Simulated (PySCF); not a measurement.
aminoborane cation (BH₄N), SMILES BN (connectivity only; charge and spin as stated), charge +1, multiplicity 2. Atoms are numbered in the order given.

```xyz
6

B      0.0000     0.0000    -0.8154
N      0.0000     0.0000     0.6354
H      0.0000    -1.0573    -1.3818
H      0.0000     1.0573    -1.3818
H     -0.8577     0.0000     1.1965
H      0.8577     0.0000     1.1965
```
Charge +1, spin multiplicity 2.

The structure is a stationary point at ωB97X-D3(BJ)/def2-TZVP. The spin state was assumed, not searched.

Computed with PySCF with PBE/pcH-1.

Unrestricted Kohn–Sham, ⟨S²⟩ = 0.753. Hyperfine tensors hold the contact and dipolar terms, without spin-orbit corrections.

Problem. Estimate the hyperfine couplings. (Estimate from the structure and the level; the computed values follow.)

Solution. 
```json
[
 {"nucleus": "11B no. 1", "A(iso) (MHz)": "-60.9", "A(iso) (G)": "-21.7", "dipolar principal values (MHz)": "-11.7, -1.6, 13.3"},
 {"nucleus": "14N no. 2", "A(iso) (MHz)": "24.5", "A(iso) (G)": "8.7", "dipolar principal values (MHz)": "-37.1, -37.0, 74.1"},
 {"nucleus": "1H no. 3", "A(iso) (MHz)": "311.8", "A(iso) (G)": "111.3", "dipolar principal values (MHz)": "-7.6, -6.2, 13.7"},
 {"nucleus": "1H no. 4", "A(iso) (MHz)": "311.8", "A(iso) (G)": "111.3", "dipolar principal values (MHz)": "-7.6, -6.2, 13.7"},
 {"nucleus": "1H no. 5", "A(iso) (MHz)": "-48.4", "A(iso) (G)": "-17.3", "dipolar principal values (MHz)": "-41.4, -9.4, 50.9"},
 {"nucleus": "1H no. 6", "A(iso) (MHz)": "-48.4", "A(iso) (G)": "-17.3", "dipolar principal values (MHz)": "-41.4, -9.4, 50.9"}
]
```

Problem. And the g tensor (effective nuclear charges for spin-orbit coupling, GIAO)? (An estimate is asked for; the answer gives what the named calculation found.)

Solution. principal values 2.0022, 2.0029, 2.0046; isotropic 2.0033.
